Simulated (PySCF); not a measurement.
**Cu(12+) (copper, charge +12) across methods**

[Ne] 3s2 3p5, 2P determinant. Calculation: PySCF 2.14, in an uncontracted even-tempered set (19 s from 0.69 bohr⁻², ratio 2.5; 12 p from 0.9 bohr⁻², ratio 2.5; 5 d from 6.3 bohr⁻², ratio 2.7; 4 f from 9.5 bohr⁻², ratio 2.7); scalar relativity by spin-free X2C-1e.

| method | E (hartree) | mean ε 3s β (eV) | mean ε 3p α (eV) | mean ε 3p β (eV) | Σ⟨r²⟩ (bohr²) | ⟨S²⟩ |
| --- | --- | --- | --- | --- | --- | --- |
| r2SCAN | -1593.021 | -431.37 | -389.45 | -386.07 | 3.616 | 0.751 |
| UHF | -1592.24448 | -450.75 | -404.85 | -401.03 | 3.623 | 0.752 |
| PW91 | -1593.127 | -429.38 | -387.95 | -385.01 | 3.613 | 0.751 |
| PBE | -1592.789 | -429.23 | -387.77 | -384.80 | 3.614 | 0.751 |
| M06 | -1593.094 | -435.31 | -392.62 | -389.16 | 3.612 | 0.751 |
| LDA | -1590.026 | -428.78 | -387.50 | -384.54 | 3.618 | 0.750 |

(1) Estimate the same row for PBE0.

Results:

(1) E (hartree) = -1592.838; mean ε 3s β (eV) = -435.05; mean ε 3p α (eV) = -392.44; mean ε 3p β (eV) = -389.27; Σ⟨r²⟩ (bohr²) = 3.615; ⟨S²⟩ = 0.751.
